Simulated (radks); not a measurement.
Results of a calculation; reference values are marked as such.
Species: Si+. Configuration: [Ne] 3s2 3p1 (the NIST ground configuration). Code: a radial shooting solver on a logarithmic mesh with Libxc functionals. Model: scalar-relativistic Kohn-Sham, r2SCAN, spin-polarised, spherical densities, finite nucleus; open shells are filled with parallel spins first; meta-GGA in the generalised Kohn-Sham scheme; Fermi nuclear charge, rms radius 3.1224 fm.

Normalised radial functions P(r) = r R(r), r in bohr:

r	2p up	2p down
0.00748	0.0048	0.0048
0.009585	0.0077	0.0077
0.01219	0.0121	0.0121
0.01562	0.0193	0.0193
0.02001	0.0307	0.0307
0.02564	0.0484	0.0484
0.0326	0.0744	0.0744
0.04177	0.1146	0.1146
0.05353	0.1737	0.1736
0.06805	0.2547	0.2546
0.0872	0.3689	0.3687
0.1117	0.5175	0.5172
0.1421	0.6920	0.6916
0.182	0.8940	0.8934
0.2333	1.0920	1.0914
0.2989	1.2471	1.2465
0.38	1.3125	1.3121
0.487	1.2580	1.2581
0.6241	1.0762	1.0768
0.7933	0.8134	0.8141
1.017	0.5187	0.5191
1.303	0.2712	0.2711
1.656	0.1184	0.1167
2.122	0.0384	0.0375
2.72	0.0087	0.0082
3.485	0.0013	0.0011
4.43	0.0001	0.0001
5.677	0.0000	0.0000
7.275	0.0000	0.0000

2p up: eigenvalue -107.26 eV, 0 radial nodes, <r> = 0.536 bohr, 90 % of the charge inside 0.899 bohr. 2p down: eigenvalue -107.09 eV, 0 radial nodes, <r> = 0.536 bohr, 90 % of the charge inside 0.899 bohr.
